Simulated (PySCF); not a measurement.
Worked example: chemical shift, span and skew from a shielding tensor

dimethyl selenide (C2H6Se), SMILES [Se](C)C. Atoms are numbered in the order given.

```xyz
9

C      1.4637     0.0000     0.8255
Se     0.0000     0.0000    -0.4777
C     -1.4637     0.0000     0.8255
H      1.4253    -0.9075     1.4588
H      2.4092     0.0000     0.2506
H      1.4253     0.9075     1.4588
H     -1.4253    -0.9075     1.4588
H     -2.4092     0.0000     0.2506
H     -1.4253     0.9075     1.4588
```

Geometry optimised at PBE-D3(BJ)/def2-SVP.

GIAO shieldings from B3LYP/pcSseg-1 in PySCF, non-relativistic, no solvent. The symmetric part of the tensor of Se2 has the principal values 1348.9, 1434.8, 2104.9 ppm. The same nucleus in Me2Se has σ = 1647.9 ppm at this level (PySCF, at its B3LYP-D3(BJ)/def2-TZVP geometry).

### Question
Work out the isotropic shielding, the ⁷⁷Se shift against Me2Se, the span and the skew.

### Answer

σ(iso) = (σ11 + σ22 + σ33)/3 = 1629.5 ppm. δ = σ(ref) − σ(iso) = 1647.9 − (1629.5) = 18.4 ppm.
Span Ω = σ33 − σ11 = 756.0 ppm. Skew κ = 3(σ(iso) − σ22)/Ω = 0.77. Tumbling in solution averages the tensor to δ; in a static solid the shielding alone would spread this spin-1/2 line over Ω.
